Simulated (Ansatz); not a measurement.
C2H10AlNSSi, singlet, at a GFN2-xTB geometry (such geometries of metal compounds can be far from the true shape), atoms displaced at random by about 0.08 Å a coordinate; PBE/STO-3G, gradient run with Ansatz (a first-principles code).

Ansatz was given this input:
Ansatz 0.2 input:
```yaml
crystal:
  periodic: [false, false, false]
  atoms:
    - {symbol: Si, position_ang: [1.84541873, -0.55432036, 0.44467747]}
    - {symbol: N, position_ang: [1.96031720, 0.75051572, 1.26607772]}
    - {symbol: S, position_ang: [-0.16499229, -1.29688609, 0.32390240]}
    - {symbol: Al, position_ang: [-1.25662504, 0.40812969, -0.49006714]}
    - {symbol: C, position_ang: [-0.13570583, 1.75557608, -1.53330453]}
    - {symbol: C, position_ang: [-3.21346521, 0.25176014, -0.26537639]}
    - {symbol: H, position_ang: [2.37851433, -0.14577549, -0.83538601]}
    - {symbol: H, position_ang: [2.49443493, -1.82645746, 0.91511970]}
    - {symbol: H, position_ang: [2.82300051, 1.20542535, 1.56911125]}
    - {symbol: H, position_ang: [1.38224360, 0.88921744, 2.08249809]}
    - {symbol: H, position_ang: [0.08926317, 1.44495329, -2.40631525]}
    - {symbol: H, position_ang: [0.44146913, 2.23462725, -0.75864303]}
    - {symbol: H, position_ang: [-0.90064052, 2.64796606, -1.75505260]}
    - {symbol: H, position_ang: [-3.78872911, 0.65529763, -0.99296771]}
    - {symbol: H, position_ang: [-3.52165260, -0.85206751, -0.27910916]}
    - {symbol: H, position_ang: [-3.71762490, 0.70354224, 0.55167138]}
basis:
  gaussian:
    orbitals: STO-3G
hamiltonian:
  xc: pbe
output: {forces: true}
```

It wrote (shortened):

```
Functional definition: PBE
636 factors; integrals over basis functions are off by at most 7.6e-5 eV
mean field evaluation 1: about -28677.7069 eV, gradient 3.7e1 eV
mean field evaluation 2: about -28671.6448 eV, gradient 5.5e1 eV
mean field evaluation 4: about -28682.1446 eV, gradient 3.3e0 eV
mean field evaluation 8: about -28682.0691 eV, gradient 8.8e-2 eV
mean field -28682.06909322 eV, -1054.0465977712 hartree, gradient 4.1e-5 eV, S^2 0.000000; 0 other end points of the search recorded, 0 dependent functions left out
the calculation of the forces begins
reference -28682.06912486 eV, -1054.0465989340 hartree; 36, 36 occupied and 16, 16 virtual orbitals, 636 factors
Total energy: -28682.06912486 eV, -1054.0465989340 hartree
Atom 0 at     1.845419    -0.554320     0.444677 Å, force    -1.081924    -8.287957    -5.128340 eV/Å
Atom 1 at     1.960317     0.750516     1.266078 Å, force     0.442919     7.054226     5.040782 eV/Å
Atom 2 at    -0.164992    -1.296886     0.323902 Å, force    -0.549311     1.384958    -0.227393 eV/Å
Atom 3 at    -1.256625     0.408130    -0.490067 Å, force     0.820721    -0.358353    -0.368804 eV/Å
Atom 4 at    -0.135706     1.755576    -1.533305 Å, force    -8.391827     4.214706     8.483881 eV/Å
Atom 5 at    -3.213465     0.251760    -0.265376 Å, force     2.449693    -3.390759     1.186566 eV/Å
Atom 6 at     2.378514    -0.145775    -0.835386 Å, force     0.436674    -0.474273    -0.560225 eV/Å
Atom 7 at     2.494435    -1.826457     0.915120 Å, force     0.168853     0.804063    -0.161486 eV/Å
Atom 8 at     2.823001     1.205425     1.569111 Å, force     1.253631     0.422873    -0.609348 eV/Å
Atom 9 at     1.382244     0.889217     2.082498 Å, force    -1.434987     0.061870     1.294937 eV/Å
Atom 10 at     0.089263     1.444953    -2.406315 Å, force     3.708576    -2.772514    -7.335601 eV/Å
Atom 11 at     0.441469     2.234627    -0.758643 Å, force     2.069051    -0.170285    -0.390443 eV/Å
Atom 12 at    -0.900641     2.647966    -1.755053 Å, force     1.390809    -2.041295     0.314548 eV/Å
Atom 13 at    -3.788729     0.655298    -0.992968 Å, force    -1.882164     1.793879    -4.222787 eV/Å
Atom 14 at    -3.521653    -0.852068    -0.279109 Å, force     0.581353     1.320048     0.341369 eV/Å
Atom 15 at    -3.717625     0.703542     0.551671 Å, force     0.017933     0.438812     2.342343 eV/Å
Dipole moment:     0.088477     0.304867     0.266296 e Å
```
